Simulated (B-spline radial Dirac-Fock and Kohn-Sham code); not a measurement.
**X-ray form factors of lead in several charge states**

These are calculated numbers from an atomic code on a B-spline grid; the model is Dirac-Fock orbitals of the configuration average with a finite nucleus.

Configurations: Pb⁷⁺ [Xe] 4f14 5d7; Pb⁹⁺ [Xe] 4f14 5d5; Pb¹⁰⁺ [Xe] 4f14 5d4; Pb¹¹⁺ [Xe] 4f14 5d3; Pb¹²⁺ [Xe] 4f14 5d2. The first column is f₀ of Pb⁷⁺, the others are differences from it.

```csv
s (Å⁻¹),Pb⁷⁺,Δ Pb⁹⁺,Δ Pb¹⁰⁺,Δ Pb¹¹⁺,Δ Pb¹²⁺
0,75.000,-2.000,-3.000,-4.000,-5.000
0.05,74.523,-1.927,-2.895,-3.865,-4.837
0.1,73.136,-1.723,-2.599,-3.483,-4.374
0.15,70.967,-1.422,-2.161,-2.915,-3.684
0.2,68.201,-1.072,-1.648,-2.247,-2.866
0.25,65.045,-0.722,-1.130,-1.565,-2.025
0.3,61.699,-0.412,-0.664,-0.945,-1.253
0.35,58.335,-0.165,-0.288,-0.436,-0.610
0.4,55.075,+0.009,-0.016,-0.061,-0.128
0.45,52.001,+0.115,+0.155,+0.181,+0.193
0.5,49.151,+0.164,+0.240,+0.309,+0.370
0.6,44.142,+0.153,+0.238,+0.327,+0.418
0.7,39.928,+0.083,+0.136,+0.197,+0.265
0.8,36.304,+0.017,+0.034,+0.056,+0.085
0.9,33.104,-0.023,-0.032,-0.038,-0.041
1,30.232,-0.039,-0.059,-0.080,-0.101
1.1,27.647,-0.038,-0.060,-0.084,-0.110
1.2,25.338,-0.029,-0.047,-0.067,-0.090
1.4,21.538,-0.008,-0.015,-0.023,-0.033
1.6,18.748,+0.003,+0.004,+0.004,+0.004
```
